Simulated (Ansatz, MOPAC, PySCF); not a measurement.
Noncovalent pair: C2H4 (SMILES C=C) (first 6 atoms) with CH5N (SMILES CN); geometry from B3LYP-D3(BJ)/def2-TZVP, rigid monomers moved along the line of their centres of mass till H5···N8 is 3.47 Å.
(charge 0, multiplicity 1):
```xyz
13

C     -0.643     0.261     0.068
C      0.542    -0.200     0.444
H     -0.913     0.367    -0.976
H     -1.395     0.551     0.792
H      0.812    -0.306     1.489
H      1.287    -0.488    -0.290
C     -0.591     0.327     4.946
N      0.762    -0.228     4.961
H     -1.256    -0.366     4.428
H     -0.589     1.259     4.378
H     -1.020     0.534     5.935
H      0.787    -1.104     5.470
H      1.405     0.402     5.424
```

Interaction energies are E(AB) − E(A) − E(B) at the monomers' geometry in the complex; basis-set methods are counterpoise corrected. Rows marked so take none.

Rows in 6-31G* carry no dispersion term and start afresh at each structure (6-31G* with six Cartesian d functions). The state that AM1 reach isn't checked.

Programs: Ansatz (Gaussian orbitals); MOPAC for AM1 (differences of heats of formation); PySCF for 6-31G* rows, the dispersion terms. 

Task: One of these levels gives -0.66 kcal/mol for the interaction energy. Which one is it?
A. AM1
B. PBE-D4/def2-TZVPPD
C. BP86/6-31G* (no counterpoise)

Result: C, BP86/6-31G* (no counterpoise). The others give -0.10 (AM1), -1.09 (PBE-D4/def2-TZVPPD)

Ansatz is a quantum-chemistry and plane-wave program.
